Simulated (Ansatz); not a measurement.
`BBCCCl`, relaxed with RKS PBE-D4/def2-SVP in Ansatz 0.2.0 from a rough embedded geometry. The force threshold is 0.03 eV/Å; the program also tests the step.

Total charge 0; spin multiplicity 1.

Start:

```xyz
12

B    -0.425    1.657    1.071
B     0.636    0.998    0.021
C     0.196   -0.223   -0.870
C    -0.122   -1.521   -0.065
Cl   -0.534   -2.856   -1.112
H    -1.496    1.263    1.283
H    -0.071    2.613    1.752
H     1.661    1.460   -0.134
H     0.931   -0.380   -1.662
H    -0.783    0.066   -1.425
H     0.888   -1.755    0.458
H    -0.881   -1.321    0.685
```

How much energy does the relaxation release, and in how many steps? (An estimate is asked.)

Computed: 1.27 eV, in 18 steps, 1 of them rejected.

Which bonds change most? (Estimate.)

Ansatz gave: B2–H8 from 1.135 to 1.231 Å; C4–Cl5 from 1.746 to 1.812 Å; B1–H6 from 1.161 to 1.222 Å; C4–H11 from 1.161 to 1.107 Å.

Give the relaxed structure. (Best estimate.)

The calculation gave: 
```xyz
12

B    -0.266    1.611    1.262
B     0.315    1.109   -0.191
C     0.315   -0.305   -0.883
C    -0.200   -1.469   -0.052
Cl   -0.231   -3.022   -0.985
H    -1.404    2.037    1.395
H     0.429    1.666    2.265
H     0.813    2.017   -0.855
H     1.331   -0.521   -1.285
H    -0.304   -0.182   -1.805
H     0.438   -1.650    0.835
H    -1.236   -1.293    0.299
```
